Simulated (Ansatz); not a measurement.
C2H7AlFNSe, singlet, geometry from GFN2-xTB (such geometries of metal compounds can be far from the true shape); Ansatz (a first-principles code) with CASSCF(4,3)/STO-3G.

Here is a job for Ansatz.
Ansatz 0.2 input:
```yaml
crystal:
  periodic: [false, false, false]
  atoms:
    - {symbol: Al, position_ang: [0.57893615, -0.34800180, -0.10108195]}
    - {symbol: F, position_ang: [2.07692711, -0.83927025, -0.58328081]}
    - {symbol: N, position_ang: [-0.36231786, -1.45770616, 0.94356770]}
    - {symbol: C, position_ang: [-1.65688458, -1.21285235, 1.54742088]}
    - {symbol: C, position_ang: [0.16059472, -2.77153815, 1.28210021]}
    - {symbol: H, position_ang: [-2.39938031, -1.93767056, 1.19418378]}
    - {symbol: H, position_ang: [-1.59915528, -1.28856531, 2.63908666]}
    - {symbol: H, position_ang: [-1.99963961, -0.20945706, 1.28948002]}
    - {symbol: H, position_ang: [0.27655984, -2.88099153, 2.36581434]}
    - {symbol: H, position_ang: [-0.50830619, -3.56328198, 0.92733901]}
    - {symbol: H, position_ang: [1.13491156, -2.89830033, 0.81078174]}
    - {symbol: Se, position_ang: [-0.23666042, 1.69313161, -0.76364209]}
    - {symbol: H, position_ang: [-1.56308567, 1.39953386, -0.28136237]}
basis:
  gaussian:
    orbitals: STO-3G
hamiltonian:
  xc: hf
magnetization: {spin_polarized: false}
correlation: {active_space: {window: {electrons: 4, orbitals: 3}}}
```

It wrote (shortened):

```
Functional definition: HF
658 factors; integrals over basis functions are off by at most 3.6e-5 eV
mean field evaluation 1: about -77368.7754 eV, gradient 2.8e1 eV
mean field evaluation 2: about -77368.9943 eV, gradient 2.8e1 eV
mean field evaluation 4: about -77372.1724 eV, gradient 1.5e0 eV
mean field evaluation 8: about -77372.1838 eV, gradient 2.9e-2 eV
mean field -77372.18376366 eV, -2843.3753085646 hartree, gradient 2.4e-6 eV, S^2 0.000000; 0 other end points of the search recorded, 0 dependent functions left out
reference -77372.18376366 eV, -2843.3753085646 hartree; 41, 41 occupied and 13, 13 virtual orbitals, 658 factors
state -77372.59898767 eV, -2843.3905677656 hartree
Total energy: -77372.59898767 eV, -2843.3905677656 hartree
```
